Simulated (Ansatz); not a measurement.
A nudged elastic band was laid between two geometries of CH6GeO + ClH (11 atoms, charge 0, multiplicity 1).

Method: UKS PBE-D4/def2-SVP (Ansatz 0.2.0).

```yaml
movable_images: 8
climbing_image: no
spring: 5.0 eV/Å²
optimiser: quadratic models (default)
start_path: through a guess of the saddle point
force_threshold: 0.03 eV/Å
iteration_limit: 60
end_points: relaxed
```

First end point:

```xyz
11
Properties=species:S:1:pos:R:3
Ge -0.432 -0.424 1.385
O 0.678 -0.110 -0.045
C 0.215 -0.497 -1.337
H -1.807 0.231 1.103
H -0.559 -1.967 1.498
H 0.324 0.204 2.570
H 0.779 1.524 -0.059
Cl 0.483 2.838 -0.026
H -0.084 -1.569 -1.361
H -0.645 0.126 -1.673
H 1.048 -0.355 -2.055
```

Last end point:

```xyz
11
Properties=species:S:1:pos:R:3
Ge -0.862 0.298 1.747
O 1.243 -0.168 -0.437
C 0.623 -0.618 -1.626
H -1.945 0.674 2.792
H -1.379 -0.798 0.791
H 0.483 -0.026 2.426
H 1.081 0.796 -0.377
Cl -0.600 2.147 0.565
H 0.713 -1.723 -1.659
H -0.464 -0.366 -1.675
H 1.107 -0.216 -2.547
```

(1) What changes between the two ends?

(2) Give the energies along the band, and the barrier.

(3) What is the geometry of the highest image?

Results:

(1) Bonds broken: Ge1–O2, H7–Cl8. Bonds formed: Ge1–Cl8, O2–H7. CH6GeO + ClH becomes CH4O + ClGeH3.

(2) The forces met the threshold. The highest image is number 3 of 0 to 9, 38.5 kJ/mol above the first end and 73.1 kJ/mol above the last; the last end lies 34.6 kJ/mol below the first. No image climbed, so the highest image needn't sit at the top of the path. The orbitals stay closed-shell, which can raise the energy where a bond breaks towards radicals; this wasn't checked here.

```json
{"image": "0", "path coordinate (Å)": "0.00", "energy (kJ/mol)": "0.0", "Ge1–O2 (Å)": "1.84", "H7–Cl8 (Å)": "1.35", "Ge1–Cl8 (Å)": "3.67"}
{"image": "1", "path coordinate (Å)": "0.54", "energy (kJ/mol)": "2.6", "Ge1–O2 (Å)": "1.85", "H7–Cl8 (Å)": "1.36", "Ge1–Cl8 (Å)": "3.39"}
{"image": "2", "path coordinate (Å)": "1.08", "energy (kJ/mol)": "26.3", "Ge1–O2 (Å)": "1.92", "H7–Cl8 (Å)": "1.50", "Ge1–Cl8 (Å)": "2.93"}
{"image": "3", "path coordinate (Å)": "1.63", "energy (kJ/mol)": "38.5", "Ge1–O2 (Å)": "2.08", "H7–Cl8 (Å)": "1.84", "Ge1–Cl8 (Å)": "2.58"}
{"image": "4", "path coordinate (Å)": "2.17", "energy (kJ/mol)": "28.2", "Ge1–O2 (Å)": "2.35", "H7–Cl8 (Å)": "2.02", "Ge1–Cl8 (Å)": "2.37"}
{"image": "5", "path coordinate (Å)": "2.71", "energy (kJ/mol)": "3.1", "Ge1–O2 (Å)": "2.70", "H7–Cl8 (Å)": "2.13", "Ge1–Cl8 (Å)": "2.26"}
{"image": "6", "path coordinate (Å)": "3.25", "energy (kJ/mol)": "-20.8", "Ge1–O2 (Å)": "3.01", "H7–Cl8 (Å)": "2.25", "Ge1–Cl8 (Å)": "2.22"}
{"image": "7", "path coordinate (Å)": "3.80", "energy (kJ/mol)": "-30.0", "Ge1–O2 (Å)": "3.10", "H7–Cl8 (Å)": "2.38", "Ge1–Cl8 (Å)": "2.21"}
{"image": "8", "path coordinate (Å)": "4.34", "energy (kJ/mol)": "-33.8", "Ge1–O2 (Å)": "3.05", "H7–Cl8 (Å)": "2.40", "Ge1–Cl8 (Å)": "2.21"}
{"image": "9", "path coordinate (Å)": "4.88", "energy (kJ/mol)": "-34.6", "Ge1–O2 (Å)": "3.07", "H7–Cl8 (Å)": "2.35", "Ge1–Cl8 (Å)": "2.21"}
```

(3) 
```xyz
11
Properties=species:S:1:pos:R:3
Ge -0.422 0.010 1.426
O 0.776 0.027 -0.272
C 0.269 -0.545 -1.485
H -1.904 0.449 1.357
H -0.459 -1.548 1.173
H 0.378 0.222 2.726
H 0.802 1.067 -0.289
Cl 0.128 2.433 0.746
H -0.073 -1.575 -1.261
H -0.580 0.048 -1.887
H 1.085 -0.589 -2.232
```

The run took 9.1 min on 4 threads of Arm Neoverse N1, on a shared host, peak memory 0.21 GiB.
